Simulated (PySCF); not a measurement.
**Cost of response and excited-state runs on `FC1=CC2(C=CC=C2)C=C1`, C₉H₇F**

Structure with atom numbers: `[F:1][C:2]1=[CH:3][C:4]2([CH:5]=[CH:6][CH:7]=[CH:8]2)[CH:9]=[CH:10]1`; H(Xn) means a hydrogen on atom n.

PySCF with density fitting, on 1 thread of an AMD EPYC 9R45 96-Core, shared host. Command: `OMP_NUM_THREADS=1 python excited_run.py task.json out`

How long does each of these runs take, and how much memory?
- first hyperpolarisability, CAM-B3LYP/def2-SVPD; wavelengths [1064, 800] nm; writes grids
- excited states, CAM-B3LYP/def2-SVP; Tamm-Dancoff; spin-orbit couplings; 8 states; 6 triplets; quadratic response for 4 states; writes grids
- excited states, B3LYP/def2-SVPD; two-photon moments; 6 states; quadratic response for 5 states; 0 triplets


```
                      run                level  basis functions  wall time  peak memory (GiB)
first hyperpolarisability  CAM-B3LYP/def2-SVPD              259       37 s                1.3
           excited states   CAM-B3LYP/def2-SVP              175       24 s                0.9
           excited states      B3LYP/def2-SVPD              259       30 s                  1
```
Times from a shared host are rough.
